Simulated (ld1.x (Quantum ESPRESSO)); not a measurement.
**Configuration tests for Tl (TM)**

| Quantity | Value |
| --- | --- |
| Element | Tl (Z = 81) |
| Generator | ld1.x (Quantum ESPRESSO) 7.5 |
| Type | norm-conserving Troullier–Martins (Kleinman–Bylander form) |
| Functional | PBE |
| Relativity | scalar-relativistic |
| Frozen core | [Xe] 4f14 5d10 |
| Valence charge | 3 |
| Reference configuration | 6s2 6p0 (charge +1) |
| Partial waves | 6s (bound): rc 1.75 bohr; 6p (bound, empty): rc 2.35 bohr; 6d channel at 0.05 Ry: rc 2.00 bohr |
| Local potential | all-electron potential smoothed inside 2.15 bohr (lloc = -2) |
| Core correction | none |

Energies are relative to the spin-unpolarised reference configuration 6s2 6p0; without spin polarisation the order of configurations can differ from experiment. The frozen-core shift is the all-electron ΔE with the core orbitals held at their reference shape minus the fully relaxed ΔE.

```tsv
valence configuration	charge	ΔE all-electron (eV)	error AE − PS (meV)	frozen-core shift (meV)
6s2 6p1	0	-5.167	+78	+24
6s1 6p0	+2	20.780	+74	+235
6s2 6p0.5	+0.5	-3.314	+26	+8.0
6s1 6p1	+1	8.277	+59	+48
6s0 6p3	0	10.043	+483	+95
6s2 6p1.3	-0.3	-5.661	+109	+32
6s1 6p2	0	2.236	+216	+12
```

Levels in the configuration 6s2 6p0.5:

```json
{"level": "6s", "all-electron (eV)": "-12.744", "pseudo (eV)": "-12.773"}
{"level": "6p", "all-electron (eV)": "-5.114", "pseudo (eV)": "-5.200"}
```

Note: ghost state, extra bound levels that the all-electron valence spectrum of the same l lacks: d at -30.1 eV. A true bound ghost makes a file unfit for plane-wave use.
